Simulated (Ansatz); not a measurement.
Zr4O8⁻, relaxed as a doublet with UKS PBE-D4/def2-SVP in Ansatz, starting from the GFN1-xTB geometry. Force threshold 0.03 eV/Å.

In the def2 sets Zr takes a core potential; there is no spin–orbit coupling. The structure holds one bond between oxygen atoms, so isomers without such links may lie far lower. Another isomer (doublet) lies 8.21 eV lower at PBE0-D4/def2-SVP; other spin states weren't run for this one.

Start:

```xyz
12

Zr   -2.479    0.151   -1.484
Zr    0.048    1.914   -0.748
Zr   -0.275   -1.323    0.228
Zr    2.387   -0.417    1.210
O     1.535   -1.846    0.076
O    -0.119   -1.278    2.156
O     1.153   -0.863    2.662
O     1.142    3.088   -1.492
O    -3.558    0.069   -2.888
O     4.066    0.087    1.462
O    -1.846    1.859   -0.748
O    -2.052   -1.439   -0.435
```

Q: Estimate the energy that the relaxation releases and the steps that it takes.

A: 37.5 kcal/mol, in 20 steps; 6.6 min on 4 threads of Intel Xeon on a shared host. No frequencies were taken in this run, so the end may be a saddle point.

Q: Does the start keep its bonding and symmetry?

A: By distances, no bond broke or formed. The bond that changes most is Zr3–O7, from 2.86 to 3.10 Å (atoms count from 1).

Q: Predict the relaxed structure.

A: 
| atom | x (Å) | y (Å) | z (Å) |
| --- | --- | --- | --- |
| Zr1 | -2.7292 | 0.2622 | -1.3426 |
| Zr2 | 0.0098 | 1.9300 | -0.2954 |
| Zr3 | -0.2094 | -1.4354 | 0.1794 |
| Zr4 | 2.4264 | -0.2374 | 1.2797 |
| O5 | 1.6963 | -1.4572 | -0.2202 |
| O6 | -0.0606 | -0.9715 | 2.1232 |
| O7 | 1.1877 | -0.7296 | 2.8523 |
| O8 | 0.7083 | 2.0756 | -1.9188 |
| O9 | -3.3123 | 0.3807 | -3.0310 |
| O10 | 4.1770 | -0.2199 | 1.6621 |
| O11 | -1.9515 | 1.9254 | -0.5030 |
| O12 | -1.9426 | -1.5229 | -0.7858 |
Bond lengths (bridged metal pairs left out): 12 × O–Zr 1.77 to 2.73 Å; 2 × Zr–Zr 3.41 to 3.61 Å; 1 × O–O 1.47 Å.
